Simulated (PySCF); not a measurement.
## `N[Si@H]1NCCC1=O`, C3H8N2OSi

Geometry:
```json
{"atom": "N1", "x (Å)": "2.424", "y (Å)": "-0.186", "z (Å)": "-0.012"}
{"atom": "Si2", "x (Å)": "0.883", "y (Å)": "-0.302", "z (Å)": "-0.773"}
{"atom": "N3", "x (Å)": "-0.188", "y (Å)": "-1.214", "z (Å)": "0.210"}
{"atom": "C4", "x (Å)": "-1.461", "y (Å)": "-0.577", "z (Å)": "0.486"}
{"atom": "C5", "x (Å)": "-1.215", "y (Å)": "0.927", "z (Å)": "0.544"}
{"atom": "C6", "x (Å)": "-0.138", "y (Å)": "1.282", "z (Å)": "-0.458"}
{"atom": "O7", "x (Å)": "-0.008", "y (Å)": "2.383", "z (Å)": "-0.937"}
{"atom": "H8", "x (Å)": "3.019", "y (Å)": "-0.999", "z (Å)": "-0.008"}
{"atom": "H9", "x (Å)": "2.977", "y (Å)": "0.634", "z (Å)": "-0.205"}
{"atom": "H10", "x (Å)": "0.893", "y (Å)": "-0.675", "z (Å)": "-2.196"}
{"atom": "H11", "x (Å)": "-0.211", "y (Å)": "-2.217", "z (Å)": "0.271"}
{"atom": "H12", "x (Å)": "-2.201", "y (Å)": "-0.801", "z (Å)": "-0.295"}
{"atom": "H13", "x (Å)": "-1.859", "y (Å)": "-0.945", "z (Å)": "1.438"}
{"atom": "H14", "x (Å)": "-2.124", "y (Å)": "1.510", "z (Å)": "0.394"}
{"atom": "H15", "x (Å)": "-0.795", "y (Å)": "1.189", "z (Å)": "1.519"}
```

The calculation used GIAO HF/pcSseg-1 magnetisability, rotational g tensor and spin-rotation constants, non-relativistic, gas phase in PySCF 2.14.0. Geometry: GFN2-xTB.

(1) Give the nuclear spin-rotation constants along the inertial axes (H = +C I·J) beside the isotropic shieldings.

(2) How do the rotational constants and the g tensor change when H8, H9, H10, H11, H12, H13, H14, H15 are replaced by deuterium?

Results:

(1) Rotational constants 2.7907, 2.3090, 1.4456 GHz. A star marks the isotopologue with that one atom substituted, in its own axes.
```tsv
atom	isotope	Caa (kHz)	Cbb (kHz)	Ccc (kHz)	mean (kHz)	σ (ppm)
N1	14N	0.100	0.056	0.049	0.068	255.0
N3	14N	0.129	0.081	0.055	0.088	236.0
H8	1H	-0.040	-0.232	-0.182	-0.151	31.4
H9	1H	-0.293	-0.036	-0.172	-0.167	31.4
H10	1H	-0.214	-0.228	0.047	-0.132	27.9
H11	1H	-0.290	0.008	-0.187	-0.157	31.0
H12	1H	-0.259	-0.180	0.011	-0.143	28.9
H13	1H	-0.281	-0.021	-0.072	-0.125	28.6
H14	1H	0.112	-0.264	-0.166	-0.106	29.9
H15	1H	-0.306	-0.278	0.059	-0.175	29.8
Si2	29Si*	-1.585	-1.127	-0.732	-1.147	442.2
C4	13C*	0.374	0.420	0.237	0.344	155.2
C5	13C*	0.440	0.417	0.249	0.369	149.4
C6	13C*	1.500	1.517	0.391	1.136	-59.8
O7	17O*	-1.956	-3.255	-0.139	-1.783	-504.5
```
For the geometry as given, no vibrational averaging.

(2) Constants 2.4663, 1.9395, 1.2716 GHz; g -0.0301, -0.0309, -0.0091, against -0.0337, -0.0368, -0.0102 before.
